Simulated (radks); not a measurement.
Question: Radial electron density D(r) = 4 pi r^2 rho(r) of an atom or ion with 34 electrons. Method: scalar-relativistic Kohn-Sham, PBEsol, spin-polarised, spherical densities, finite nucleus; Fermi nuclear charge, rms radius of each element as measured or else 0.836 A^(1/3) + 0.57 fm; computed with a radial shooting solver on a logarithmic mesh with Libxc functionals.

```
   r/bohr * D(r) (the largest magnitude, 78.9, reaches the edge; | marks zero)
 0.002442 |    *
 0.003129 |      *
 0.004009 |         *
 0.005138 |             *
 0.006584 |                   *
 0.008437 |                         *
  0.01081 |                                *
  0.01385 |                                      *
  0.01775 |                                          *
  0.02275 |                                           *
  0.02916 |                                        *
  0.03736 |                                     *
  0.04788 |                                      *
  0.06135 |                                             *
  0.07862 |                                                     *
   0.1007 |                                                      *
   0.1291 |                                             *
   0.1654 |                                     *
    0.212 |                                       *
   0.2717 |                                            *
   0.3482 |                                    *
   0.4461 |                    *
   0.5717 |          *
   0.7326 |        *
   0.9388 |    *
    1.203 | *
    1.542 *
    1.976 *
    2.532 *
```

What is the nuclear charge?

Answer: Z = 49. The innermost maximum, from 1s, lies near gamma/Z bohr with gamma = sqrt(1 - (Z/c)^2) = 0.934, here 0.0191 bohr (found: 0.0208), and its height grows with Z. The density is that of the indium ion In15+ in [Ar] 3d10 4s2 4p4; the configuration itself is not fixed sharply by these data, and Z only to a few units. D(r) has 3 maxima, at r = 0.0208, 0.0915, 0.274 bohr, and minima at 0.0408, 0.178 bohr, inside which lie 1.99, 11.08 electrons.
